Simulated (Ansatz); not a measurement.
## Four-centre ligand exchange

Start structure (CH6MgSe, closed shell), relaxed at PBE0-D4/def2-TZVP:

Mg1  (-0.783, 0.600, 0.702)
H2  (-1.706, 2.046, 0.858)
C3  (0.230, -1.178, 1.158)
H4  (0.117, 2.131, -2.174)
Se5  (-0.278, 0.718, -2.165)
H6  (0.105, -1.487, 2.201)
H7  (-0.113, -2.015, 0.538)
H8  (1.309, -1.085, 0.986)
H9  (1.118, 0.270, -2.102)
(Å)

The step: CH₄Mg ([CH3][MgH]) + H₂Se → CH₄MgSe ([CH3][Mg][SeH]) + H₂; bonds formed: H2–H4; dative contacts that become bonds: Mg1–Se5; bonds broken: Mg1–H2, H4–Se5. Ansatz 0.2.0; basis: def2-TZVPP and def2-QZVPP; cores frozen in the correlated methods. Filled d shells of the heavier atoms are correlated. The outer core shell of Li, Na, Mg and K is correlated. The def2 sets are not built for correlating such inner shells, so the correlated values are less sure here. Extrapolation: Hartree–Fock as exp(−7.88 √X), correlation as X^−2.97. Energies below are by CCSD(T) at an estimated basis limit (MP2 extrapolated from triple and quadruple zeta, plus CCSD(T) − MP2 in triple zeta).

Task: What are the electronic barrier and the energy of the step, from the start structure to the end structure? (An estimate is asked for; the value comes from the calculation.)

Result: By the calculation: Barrier 0.232 eV; step energy -1.167 eV (downhill); reverse barrier, their difference, 1.399 eV. Barrier and step energy count from the start structure, the reverse barrier from the end structure.

The saddle point: One imaginary mode of 408i cm⁻¹.
```
   pair  start (Å)  saddle (Å)  end (Å)
Mg1–Se5       2.91        2.84     2.44
  H2–H4       3.54        1.46     0.75
 Mg1–H2       1.72        1.78     2.56
 H4–Se5       1.47        1.58     3.41
```

Zero-point energy (harmonic, PBE0-D4): ZPE is 1.488 eV at the start and 1.461 eV at the saddle, so the barrier goes from 0.232 to 0.205 eV.

T1 diagnostic: at most 0.009.

Labels in which every atom is bracketed show which atoms are joined, not bond orders.

For scale, one of the runs: CCSD(T)/def2-TZVPP, 195 basis functions, launched by `ansatz run in.yaml --threads 4 --pin off --events-out ev --progress --plain --max-ram 9574MiB`. Hardware: 4 CPU threads of an Arm Neoverse V1, shared host. Wall time 74 s; peak host memory 2.5 GiB.
